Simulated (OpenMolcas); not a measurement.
# CuCl (cuprous chloride): name the method

The species is CuCl (2 atoms), meant as a singlet with charge 0. As SMILES, `[Cl][Cu]`. The shape is that of a PBE0-D4/def2-TZVP optimisation.

```jsonl
{"atom": "Cl", "x (Å)": "0.8983", "y (Å)": "-0.3452", "z (Å)": "0.4464"}
{"atom": "Cu", "x (Å)": "-0.8688", "y (Å)": "0.2850", "z (Å)": "-0.4424"}
```

Orbital energies and the dipole are those of the mean-field step.

A calculation with OpenMolcas 26.06 gave:

The total energy is -2099.2927 Eh, the dipole moment is 6.61 D and the HOMO energy is -10.51 eV. The LUMO energy is 0.32 eV and the HOMO–LUMO gap is 10.83 eV.

Problem. Which of these levels gave the numbers?
A. HF/3-21G
B. SOS-MP2/pcseg-2 (RICD fitting)
C. OLYP/aug-cc-pVDZ (Cholesky decomposition)
D. B3LYP/6-31G* (spherical functions)

Solution. B. The others give -2088.0389 Eh (HF/3-21G), -2101.2967 Eh (OLYP/aug-cc-pVDZ (Cholesky decomposition)), -2100.4437 Eh (B3LYP/6-31G* (spherical functions)).
